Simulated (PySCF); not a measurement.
Cl2FH3Si2, SMILES F[Si]([SiH3])(Cl)Cl. Heavy atoms are numbered as in [F:1][Si:2]([SiH3:3])([Cl:4])[Cl:5]. Hydrogens are named by the atom that carries them.

Geometry optimised at r2SCAN-D4/def2-SVP. This is a generated structure with no PubChem entry under its InChIKey; it may be hypothetical.

All values below come from PBE/pcSseg-1 (PySCF).

GIAO shieldings, no solvent; atoms alike by connectivity are averaged. δ = σ(ref) − σ: ¹⁹F against CFCl3 (σ = 133.6 ppm); ²⁹Si against TMS (σ = 335.4 ppm); ³⁵Cl against HCl (σ = 936.5 ppm); ¹H against TMS (σ = 31.49 ppm), references at their B3LYP-D3(BJ)/def2-TZVP geometries, non-relativistic (without spin–orbit terms, shifts of atoms bonded to Cl or Br come out too high).

Computed chemical shifts:
```tsv
nucleus	atoms	count	δ (ppm)
¹⁹F	F1	1	-118.5
²⁹Si	Si2	1	29.8
²⁹Si	Si3 (SiH3)	1	-104.4
³⁵Cl	Cl4	2	187.2
¹H	H on Si3	3	3.95
```
